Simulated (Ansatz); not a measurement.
Isolated molecules relaxed with PBE0-D4/def2-TZVP in Ansatz; ΔE leaves out vibrations. CCSD(T)/CBS adds triple-zeta CCSD(T) − MP2 to the extrapolated MP2 energy (def2 sets, frozen cores). Functionals use def2-TZVPP. Elements past krypton have def2 core potentials. For Te outer-core shells are correlated without core-valence functions, which leaves a few kJ/mol of doubt a bond. Each species was taken in one conformer, which may not be the lowest.

Reaction (ligand exchange at a B–Te bond): `B[TeH]` + `[SiH3][SiH2]N[SiH2]Cl` → `BN([SiH2][SiH3])[SiH2]Cl` + H₂Te

`B[TeH]`:

```xyz
5

B    -0.400    0.417    0.437
Te    0.783   -1.261    0.001
H    -0.633    1.227   -0.402
H    -0.808    0.497    1.553
H     1.058   -0.879   -1.590
```

`[SiH3][SiH2]N[SiH2]Cl`:

Z-matrix (Å, degrees):
```
Si
Si 1 2.343
H 1 1.487 2 111.4
H 1 1.487 2 111.6 3 122.3
H 1 1.489 2 107.0 3 -118.8
N 2 1.740 1 110.9 3 -58.5
H 2 1.490 1 109.7 3 -179.6
H 2 1.491 1 108.7 3 64.1
Si 6 1.706 2 127.6 1 14.6
H 6 1.012 2 115.5 1 -179.4
Cl 9 2.064 6 113.5 2 81.0
H 9 1.479 6 108.5 2 -36.6
H 9 1.479 6 109.7 2 -160.3
```

`BN([SiH2][SiH3])[SiH2]Cl`:

Z-matrix (Å, degrees):
```
Si
N 1 1.770
Si 1 2.340 2 110.9
H 1 1.486 2 108.7 3 -122.7
H 1 1.489 2 106.8 3 120.3
B 2 1.412 1 118.6 3 73.7
Si 2 1.734 1 120.3 3 -104.4
H 3 1.487 1 109.7 2 -57.5
H 3 1.486 1 110.1 2 62.5
H 3 1.488 1 109.7 2 -177.2
H 6 1.198 2 120.2 1 -178.3
H 6 1.200 2 119.1 1 1.9
Cl 7 2.057 2 109.3 1 61.3
H 7 1.479 2 110.4 1 -55.3
H 7 1.476 2 109.5 1 -179.8
```

H₂Te:

Z-matrix (Å, degrees):
```
Te
H 1 1.656
H 1 1.656 2 90.4
```

Task: Is it downhill or uphill in electronic energy at CCSD(T)/CBS, and by how much? (Best estimate.)

Result: The calculation gave: Downhill: ΔE = -9.9 kcal/mol.

Task: What do these levels give: PBE-D4, r2SCAN-D4, B2PLYP, PBE, PBE0, CCSD/CBS(def2)? (An estimate is asked.)

Result: Ansatz gave: PBE-D4 -9.0, r2SCAN-D4 -9.4, B2PLYP -10.4, PBE -8.0, PBE0 -8.8, CCSD/CBS(def2) -10.3 kcal/mol.

Largest T1 diagnostic among the species: 0.015.

From PBE to PBE0 (25 % exact exchange), in def2-TZVPP and without D4, ΔE moves by −0.8 kcal/mol. In def2-TZVPP, CCSD(T) changes the Hartree–Fock value by +1.2 kcal/mol (the triples alone add +0.4 kcal/mol) and MP2 by +1.7 kcal/mol. The D4 term adds −1.4 kcal/mol with B3LYP and −0.9 kcal/mol with PBE0; it sums over pairs of atoms, weighted by their polarisabilities, and B3LYP, whose exchange is more repulsive, gets the larger term.

B3LYP here is the variant with VWN-RPA as its local correlation; programs differ in this.
